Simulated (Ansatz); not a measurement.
CH3BO2, SMILES `OB1CO1`. The species carries charge 0 and has multiplicity 1.

```xyz
7

O     0.5268    0.3080   -1.7157
B     0.0589    0.2883   -0.4595
C    -0.2571   -0.2293    0.9205
O    -0.5845    1.1311    0.3504
H     0.9532   -0.5100   -1.9789
H     0.4501   -0.1750    1.7441
H    -1.1475   -0.8131    1.1390
```

Task: What are the harmonic wavenumbers in cm⁻¹ at PBE0-D4/def2-TZVP (Ansatz, finite differences of forces, unscaled)? (An estimate is asked.)

Result: The calculation gave: 391, 404, 505, 694, 890, 898, 974, 1091, 1097, 1270, 1470, 1721, 3114, 3193, 3908.

Task: Is this a minimum?

Result: Yes, all 15 modes are real.

Task: Give the ideal-gas thermochemistry at 298.15 K and 1 bar (rigid rotor, harmonic oscillator; point group Cs, symmetry number 1).

Result: Zero-point energy 129.3 kJ/mol; H(298) − E = 142.3 kJ/mol; entropy 271.8 J/(mol·K), of which translation 159.5, rotation 97.9, vibration 14.5; G(298) − E = 61.3 kJ/mol.
